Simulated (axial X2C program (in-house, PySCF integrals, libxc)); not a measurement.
# Correcting the dissociation energy of PBr for spin–orbit coupling

A spin-free CCSD(T) curve (one-electron X2C) was computed with an in-house relativistic program for diatomic molecules, basis Br dyall-cv3z [8s9p6d4f1g], P dyall-v3z [8s7p2d1f] (cores contracted in-house), for the state M_S = 1, Λ = 0 (beyond evenly filled blocks: π+α, π-α). It gives D0 = 2.544 eV to Br + P, which in a spin-free picture are the weighted means of the ground terms.

Correlated methods: 12 electrons correlated (number of frozen shells: Br 3 s, 2 p, 1 d; P 2 s, 1 p), 182 virtual spin orbitals or spinors in MP2, 90 natural virtuals in coupled cluster.

Measured levels of the ground terms (NIST Handbook of Basic Atomic Spectroscopic Data), in cm⁻¹: Br 2P: J = 3/2 at 0, J = 1/2 at 3685.2; P 4S: J = 3/2 at 0.

The molecular state has Λ = 0, so it has no first-order lowering.

**Question.** How far does each ground level lie under the (2J+1)-weighted mean of its term?

**Answer.** Br: (4 × 0 + 2 × 3685.2)/6 = 1228 cm⁻¹; P: a single level, 0.

**Question.** Correct D0.

**Answer.** D0 = 2.544 + (0 − 1228)/8065.5 = 2.392 eV at CCSD(T) with these spin–orbit terms. The direct two-component run gives 2.404 eV; the difference holds second-order terms in the molecule, scalar two-electron terms, the gap between measured and computed atomic splittings (a 2c atom can miss part of its lowering) and, in coupled cluster, the truncation of each run.

Second-order spin–orbit effects in the molecule, which grow quickly with Z, are left out. One determinant describes the state; a PBE0 search over occupations chose it and may have missed a lower one. De is counted from the lowest determinant-based energies of the atoms at the same level, without counterpoise correction. Coupled cluster ran in a truncated set of natural virtual spinors; the MP2 energy of the rest was added. (T) has no such correction and the atoms are truncated less, which lowers De at CCSD(T) by a hundredth of an eV or more. Other states lie close and PBE0, whose exact exchange favours high spin, may order them wrongly; the determinant shown need not be the ground state. The nearest other spin-free determinant of the search, M_S = 0, Λ = 2, lies 0.92 eV up at the distance of the search.
